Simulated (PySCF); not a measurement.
# Si²⁺: excitation energy

Si²⁺ [Ne] 3s2 (1S) → Si²⁺ [Ne] 3s1 4s1 (3S), as a difference of total energies. Calculation: PySCF 2.14, in aug-cc-pCVTZ-DK (8s7p5d3f, 75 functions); scalar relativity by spin-free X2C-1e. Correlated levels: valence: [Ne] frozen; valence and next inner shell: 1s2 frozen; nothing frozen. The calculations carry no spin-orbit coupling.

```
                                method  excitation energy (eV)
                                   UHF                  17.848
                                   LDA                  18.828
                                   PBE                  18.676
                                  PBE0                  18.634
                                r2SCAN                  18.526
                                 B97-3                  19.008
                             CAM-B3LYP                  19.077
                                   M06                  18.744
                               wB97X-V                  18.899
                         MP2 (valence)                  18.602
                     SCS-MP2 (valence)                  18.856
    MP2 (valence and next inner shell)                  18.791
SCS-MP2 (valence and next inner shell)                  19.001
                   MP2 (all electrons)                  18.788
               SCS-MP2 (all electrons)                  18.999
```

Q: How much does correlation contribute at MP2 (all electrons)?

A: 18.788 − (17.848) = 0.940 eV, measured against UHF.

The promoted electron is Rydberg-like, and one or two diffuse shells describe it only roughly, which tends to raise the upper state.
